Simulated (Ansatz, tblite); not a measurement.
Forces on GeSe2⁺ at its PBE0-D4/def2-TZVP geometry. Charge 1, multiplicity 2.

The xTB rows come from tblite. The structure comes from a short search, and lower isomers may exist.

GFN1-xTB (tblite), largest force 0.93 eV/Å:

```xyz
3
positions Å, forces eV/Å
Ge    0.845   -0.251    1.125   -0.552    0.163   -0.735
Se   -0.518    1.219   -0.247    0.273   -0.052    0.375
Se   -0.327   -0.969   -0.878    0.279   -0.111    0.360
```

GFN2-xTB (tblite), largest force 0.31 eV/Å:

```
Ge -0.181 0.053 -0.242
Se 0.068 0.226 0.193
Se 0.113 -0.278 0.049
```

PBE-D4/def2-TZVP (Ansatz), largest force 0.63 eV/Å:

```
Ge 0.244 -0.074 0.324
Se -0.172 0.603 0.000
Se -0.072 -0.529 -0.324
```
